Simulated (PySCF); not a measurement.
Compound: C6H4BBrF2.
Geometry (PBE0-D3(BJ)/def2-SVP, Å), atoms numbered from 1 in this order:
```
atom  x, y, z in Å
F1    -3.147   -1.060   -0.376
B2    -2.399    0.015   -0.556
F3    -2.996    1.083   -1.054
C4    -0.893    0.010   -0.204
C5    -0.101    1.154   -0.393
C6     1.255    1.149   -0.084
C7     1.829   -0.018    0.422
Br8    3.666   -0.043    0.833
C9     1.067   -1.170    0.626
C10   -0.287   -1.145    0.313
H11   -0.556    2.064   -0.792
H12    1.867    2.039   -0.234
H13    1.535   -2.071    1.024
H14   -0.888   -2.045    0.469
```

Level: B3LYP/def2-SVPD in PySCF, non-relativistic, on one gas-phase PBE0-D3(BJ)/def2-SVP geometry that isn't relaxed in the solvent. The solvent is an IEF-PCM continuum (cavity from Bondi-type radii × 1.2). The model holds no explicit solvent molecules, cavitation or dispersion. Spin–orbit coupling is left out although an atom past zinc is present.

Gas phase at B3LYP/def2-SVPD: HOMO -7.32 eV, LUMO -2.01 eV, dipole 0.95 D.

**Question.** What does the continuum do to the energy, the frontier levels and the dipole at B3LYP/def2-SVPD in chloroform and dimethylsulfoxide?

**Answer.** 
```csv
solvent,ε,E(solvent) − E(gas) (kJ/mol),polarisation term (kJ/mol),distortion of the solute (kJ/mol),HOMO (eV),LUMO (eV),dipole (D)
chloroform,4.711,-9.89,-10.62,0.73,-7.21,-1.87,0.97
dimethylsulfoxide,46.83,-13.66,-15.06,1.40,-7.19,-1.84,0.97
```

The first energy column is the sum of the next two and covers electrostatics alone. From chloroform to dimethylsulfoxide the lowering changes by a factor 1.38, Onsager's factor (ε − 1)/(2ε + 1) by 1.36 and ε itself by 9.9.

**Question.** Give the dipole vector in the frame of the coordinates (D, pointing from negative to positive charge), gas and dimethylsulfoxide.

**Answer.** Gas (0.92, 0.01, 0.22), solvent (0.94, 0.02, 0.23). Its length changes by +3 % and its direction by less than 1°.

**Question.** How does the static polarisability (B3LYP/def2-SVPD, frozen core, with the continuum's full static response) change?

**Answer.** 
```tsv
medium	isotropic (au)	principal values (au)	⟨r²⟩ of the electrons (bohr²)
gas	107.1	63.0, 101.2, 157.0	2882.7
chloroform	135.5	78.4, 131.5, 196.5	2883.4
dimethylsulfoxide	149.5	88.7, 147.5, 212.3	2883.6
```

The isotropic value in dimethylsulfoxide is 1.40 times the gas-phase one; no cavity-field correction is applied. ⟨r²⟩ is taken about the centre of nuclear charge.
